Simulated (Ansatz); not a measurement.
```yaml
crystal:
  periodic: [false, false, false]
  atoms:
    - {symbol: S, position_ang: [-1.083169, 1.401412, 1.176598]}
    - {symbol: Si, position_ang: [0.143098, 0.274608, -0.134231]}
    - {symbol: S, position_ang: [1.827759, -0.160269, 1.076012]}
    - {symbol: S, position_ang: [-0.802950, -1.436890, -0.957879]}
    - {symbol: Cl, position_ang: [0.651978, 1.333227, -1.816257]}
    - {symbol: H, position_ang: [-2.078378, 1.489764, 0.276963]}
    - {symbol: H, position_ang: [2.393194, -0.928375, 0.128456]}
    - {symbol: H, position_ang: [-1.051543, -1.973476, 0.250328]}
basis:
  gaussian: {orbitals: ANO-RCC-VTZP, nuclear_model: gaussian}
hamiltonian: {xc: {name: rPW86-PBE}, dispersion: d3bj}
output: {forces: true}
```

```sh
$ ansatz run in.yaml --threads 4 --pin off --events-out ev --progress --plain --max-ram 10444MiB
```

Shortened log:

```
Functional definition: rPW86-PBE
1847 factors; their error is unknown
mean field evaluation 1: about -53152.2554 eV, gradient 3.0e1 eV
mean field evaluation 2: about -53151.7419 eV, gradient 3.4e1 eV
mean field evaluation 4: about -53154.8252 eV, gradient 2.4e0 eV
mean field evaluation 8: about -53154.7377 eV, gradient 3.5e-2 eV
mean field -53154.73766330 eV, -1953.4005795511 hartree, gradient 4.9e-5 eV, S^2 0.000000; 0 other end points of the search recorded, 0 dependent functions left out
reference -53154.73781410 eV, -1953.4005850928 hartree; 41, 41 occupied and 171, 171 virtual orbitals, 1847 factors
Total energy: -53155.09812272 eV, -1953.4138261905 hartree
Relativity: scalar
Atom 0 at    -1.083169     1.401412     1.176598 Å, force    -0.119307     0.264549     0.479647 eV/Å
Atom 1 at     0.143098     0.274608    -0.134231 Å, force    -0.043357    -0.085668     0.082863 eV/Å
Atom 2 at     1.827759    -0.160269     1.076012 Å, force     0.312755     0.035743     0.462412 eV/Å
Atom 3 at    -0.802950    -1.436890    -0.957879 Å, force    -0.182385    -0.315746    -0.407102 eV/Å
Atom 4 at     0.651978     1.333227    -1.816257 Å, force     0.155016     0.323484    -0.524610 eV/Å
Atom 5 at    -2.078378     1.489764     0.276963 Å, force    -0.176254     0.022010    -0.142957 eV/Å
Atom 6 at     2.393194    -0.928375     0.128456 Å, force     0.106318    -0.133472    -0.151071 eV/Å
Atom 7 at    -1.051543    -1.973476     0.250328 Å, force    -0.052785    -0.110900     0.200818 eV/Å
Dipole moment:    -0.102663    -0.194540     0.058603 e Å
```

Hardware: 4 threads of an Arm Neoverse V1 on a shared host. Wall time 13 s, peak host memory 0.55 GiB.
